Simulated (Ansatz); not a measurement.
`BNBN[SiH3]` + `Cl[SiH2][SeH]` → `[SiH3]NB[SeH]` + `BN[SiH2]Cl`  (redistribution)

Isolated molecules relaxed with PBE0-D4/def2-TZVP in Ansatz; ΔE leaves out vibrations. CCSD(T)/CBS adds triple-zeta CCSD(T) − MP2 to the extrapolated MP2 energy (def2 sets, frozen cores). For Se outer-core shells are correlated without core-valence functions, which leaves a few kJ/mol of doubt a bond. Scalar relativity is left out up to krypton. Each species was taken in one conformer, which may not be the lowest.

`BNBN[SiH3]`:

Cartesian coordinates in Å:
```
B 0.514 1.032 1.519
N 1.427 0.489 0.605
B 1.232 -0.521 -0.410
N -0.029 -0.916 -0.897
Si -1.649 -0.290 -0.733
H -0.625 0.669 1.508
H 0.885 1.838 2.323
H 2.388 0.779 0.714
H 2.211 -1.042 -0.870
H 0.031 -1.662 -1.575
H -1.652 1.193 -0.773
H -2.395 -0.819 -1.907
H -2.338 -0.751 0.498
```

`Cl[SiH2][SeH]`:

```xyz
6

Cl    1.050    1.534   -1.436
Si   -0.172    0.408   -0.239
Se    1.113   -1.288    0.551
H    -0.679    1.267    0.855
H    -1.299   -0.092   -1.059
H    -0.013   -1.829    1.328
```

`[SiH3]NB[SeH]`:

Cartesian coordinates in Å:
```
Si 0.065 -0.469 -1.592
N 0.090 0.327 -0.041
B -0.212 -0.268 1.192
Se -0.175 0.643 2.912
H 1.406 -0.405 -2.229
H -0.329 -1.877 -1.362
H -0.904 0.198 -2.501
H 0.347 1.305 -0.036
H -0.521 -1.420 1.247
H 0.233 1.965 2.412
```

`BN[SiH2]Cl`:

Cartesian coordinates in Å:
```
B -0.381 1.327 0.771
N 0.501 0.407 0.185
Si 0.062 -1.129 -0.477
Cl 0.131 -1.095 -2.531
H -1.543 1.046 0.841
H 0.040 2.364 1.193
H 1.475 0.672 0.128
H 1.034 -2.160 -0.051
H -1.319 -1.432 -0.058
```

```
        species  SCS-MP2/def2-QZVPP energy (Eh)
   `BNBN[SiH3]`                      -452.90028
`Cl[SiH2][SeH]`                     -3151.06606
`[SiH3]NB[SeH]`                     -2772.60122
   `BN[SiH2]Cl`                      -831.36223
```

Q: Work out ΔE.

A: ΔE = (-2772.60122) + (-831.36223) − (-452.90028) − (-3151.06606) = 0.00289 Eh = +7.6 kJ/mol. CCSD(T)/CBS gives +11.6 kJ/mol.

Largest T1 diagnostic among the species: 0.013.

The D4 term adds +3.7 kJ/mol with B3LYP and +1.9 kJ/mol with PBE0; it sums over pairs of atoms, weighted by their polarisabilities, and B3LYP, whose exchange is more repulsive, gets the larger term.

B3LYP here is the variant with VWN-RPA as its local correlation; programs differ in this.
